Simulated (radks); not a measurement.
The numbers below are computed, except where a source is named.
Ionisation of neutral scandium, [Ar] 3d1 4s2, to [Ar] 3d1 4s1 as the strength of local exchange is varied. Code: a radial shooting solver on a logarithmic mesh with Libxc functionals. Model: non-relativistic Kohn-Sham, Slater X-alpha exchange (alpha = 2/3 is LDA exchange), no correlation, spin-polarised, spherical densities, point nucleus; open shells are filled with parallel spins first.

alpha  E(Sc) (hartree)  exchange (hartree)  IE (eV)  -e of the level emptied (eV)  <r> of it (bohr)
0.558       -751.29099           -29.25802    4.974                    2.745 (4s)             4.011
0.587       -752.81296           -30.83502    5.082                    2.858 (4s)             3.982
0.667       -757.02591           -35.21330    5.393                    3.188 (4s)             3.901
0.69        -758.24103           -36.47964    5.486                    3.287 (4s)             3.878
0.754       -761.63135           -40.02111    5.751                    3.575 (4s)             3.813
0.795       -763.81031           -42.30357    5.926                    3.766 (4s)             3.771
1.033       -776.56658           -55.76343    7.020                    4.978 (4s)             3.542
1.041       -776.99853           -56.22208    7.059                    5.021 (4s)             3.534

NIST Atomic Spectra Database: 6.561 eV (measured). The Delta-SCF value meets it near alpha = 0.93. Open shells are spherical and high-spin; term and fine-structure splittings are not resolved.
